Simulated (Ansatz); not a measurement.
Input file for Ansatz (a program for electronic structure): U-wB97M-V/def2-TZVPP on CS (SMILES [C]=S), 2S+1 = 1, a spin state set in the input, which need not be the lowest, at the other state's geometry.

Ansatz 0.2 input:
```yaml
crystal:
  periodic: [false, false, false]
  atoms:
    - {symbol: C, position_ang: [-0.00000000, -0.00000000, -1.14028575]}
    - {symbol: S, position_ang: [0.00000000, 0.00000000, 0.42760715]}
basis:
  gaussian:
    orbitals: def2-TZVPP
hamiltonian:
  xc: {name: wB97M-V}
magnetization: {spin_polarized: true, initial_magnetization: 0}
```

Output:

```
WARN ansatz: RAYON_NUM_THREADS=1 ignored (pool sized by the plan → 1); use --threads N
Functional definition: wB97M-V
integrals: 0.02 GiB planned
471 factors; their error is unknown
integrals: 0.05 GiB planned
83 factors; integrals over basis functions are off by at most 5.3e-5 eV
mean field: 0.26 GiB planned
mean field evaluation 1: about -11869.4128 eV, gradient 9.5e0 eV
mean field evaluation 2: about -11869.2614 eV, gradient 1.1e1 eV
mean field evaluation 4: about -11869.8546 eV, gradient 3.2e-1 eV
mean field evaluation 8: about -11869.8617 eV, gradient 7.0e-2 eV
mean field -11869.86174985 eV, -436.2093736257 hartree, gradient 3.8e-5 eV, S^2 0.000000; 0 other end points of the search recorded, 0 dependent functions left out
reference -11869.86177841 eV, -436.2093746753 hartree; 11, 11 occupied and 62, 62 virtual orbitals, 471 factors
Total energy: -11869.86177841 eV, -436.2093746753 hartree
```

Self-consistency was reached.

Cost: roughly 2.8 core-seconds.
